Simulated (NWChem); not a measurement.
# AlF2 cation; SMILES [F][Al+][F]

```xyz
3

Al     0.0000     0.0000     0.0000
F      0.0000     0.0000     1.6019
F      0.0000     0.0000    -1.6019
```
Atoms are numbered in this order, from 1.

All runs: NWChem. Pople sets run with spherical d functions. Coordinates come from a B3LYP/6-31G* (spherical d) optimisation. B3LYP is NWChem's, with the RPA form of VWN correlation. Atomic charges in e: unrestrained fits to the electrostatic potential beside Mulliken populations; the two definitions need not agree.

For level B3LYP/def2-SVP:

* **ESP Al1**: 1.70
* **Mulliken Al1**: 1.42
* **Mulliken F2**: -0.21
* **Mulliken F3**: -0.21

Question: How do the values read with level Hartree-Fock/6-31G* instead?

Answer: 
| Item | Value |
|---|---|
| ESP Al1 | 1.87 |
| Mulliken Al1 | 1.96 |
| Mulliken F2 | -0.48 |
| Mulliken F3 | -0.48 |
